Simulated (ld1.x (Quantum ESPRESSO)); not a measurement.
**What the settings do to the TM potential of Ir (Z = 77)**

Base potential:

ld1.x (Quantum ESPRESSO) 7.5 input, shortened:

```
&input
   title='Ir', zed=77., rel=0, dft='PBE', iswitch=3,
   config='[Xe] 4f14 5d7 6s1.5 6p0'
 /
 &inputp
   pseudotype=2, tm=.true., lloc=-1, rcloc=1.60,
   nlcc=.true., new_core_ps=.true., rcore=1.35
 /
3
5S  1  0   2.00   0.00  1.95  1.95  0.0
5P  2  1   6.00   0.00  1.70  1.70  0.0
5D  3  2   7.00   0.00  1.95  1.95  0.0
 &test
   configts(1)='5s2 5p6 5d7 6s1.5 6p0'
 /
```

Occupied shells without a wave of their own: 6s. They enter only through the test configuration that unscreens the potential, and ld1.x also counts them in the model core charge.

All-electron outer shells of the reference configuration (PBE, non-relativistic, ld1.x):

```csv
shell,level (eV),outermost node (bohr),outermost maximum (bohr)
5s,-82.69,0.55,0.98
4f,-77.84,–,0.39
5p,-54.78,0.56,1.04
5d,-12.61,0.59,1.28
6s,-8.22,1.29,2.63
6p,-4.08,1.44,3.34
```

Cutoffs, loose and tight: the cutoffs (Ry, on a coarse ladder) from which the occupation-weighted sum of valence levels, in a spherical-Bessel basis at the reference potential, stays within 10 and 1 mRy of its value at 400 Ry. They do not see the model core or the augmentation charge, which bear on the density cutoff. Test errors are all-electron minus pseudo excitation energies from the reference, over the configurations 5s2 5p6 5d7 6s2 6p0; 5s2 5p6 5d7 6s1 6p0; 5s2 5p6 5d7 6s0 6p0; 5s2 5p6 5d5 6s0 6p0; 5s1 5p6 5d7 6s2 6p0; 5s2 5p6 5d7 6s0 6p2; 5s2 5p6 5d8 6s1 6p0. A dash means not determined; rows that change the core or the reference have their own tests.

With those shells counted twice in exchange and correlation these files are broken, and their errors move erratically; no question is asked of them.

```tsv
change	outcome	cutoff, loose	cutoff, tight	bound ghosts	largest test error (meV)
base	generated, misses its reference levels by 1.14 eV	50 Ry	80 Ry	none	-5342
wave 5p (bound): rc 1.70 bohr becomes 5p (bound): rc 1.10 bohr	generated, misses its reference levels by 1.14 eV	120 Ry	180 Ry	none	-5365
wave 5p (bound): rc 1.70 bohr becomes 5p (bound): rc 1.34 bohr	generated, misses its reference levels by 1.14 eV	100 Ry	140 Ry	none	-5362
wave 5p (bound): rc 1.70 bohr becomes 5p (bound): rc 1.64 bohr	generated, misses its reference levels by 1.14 eV	50 Ry	80 Ry	none	-5344
wave 5p (bound): rc 1.70 bohr becomes 5p (bound): rc 1.78 bohr	generated, misses its reference levels by 1.14 eV	45 Ry	70 Ry	none	-5336
wave 5p (bound): rc 1.70 bohr becomes 5p (bound): rc 2.12 bohr	generated, misses its reference levels by 1.14 eV	45 Ry	60 Ry	none	-5323
wave 5p (bound): rc 1.70 bohr becomes 5p (bound): rc 2.30 bohr	generated, misses its reference levels by 1.14 eV	45 Ry	60 Ry	none	-5321
wave 5p (bound): rc 1.70 bohr becomes 5p (bound): rc 2.56 bohr	generated, misses its reference levels by 1.14 eV	45 Ry	60 Ry	none	-5328
```

Reading the sweep of the p radius (base included, trends over the rows without a ghost): The loose cutoff falls from 120 Ry at 1.1 to 45 Ry at 2.56 bohr. A larger radius leaves more room for a smooth pseudo-wave, so fewer plane waves are needed; a smaller one forces it to follow the all-electron wave where it bends sharply. The median size of the test errors (rows with all tests solved) stays near 878.6 meV.
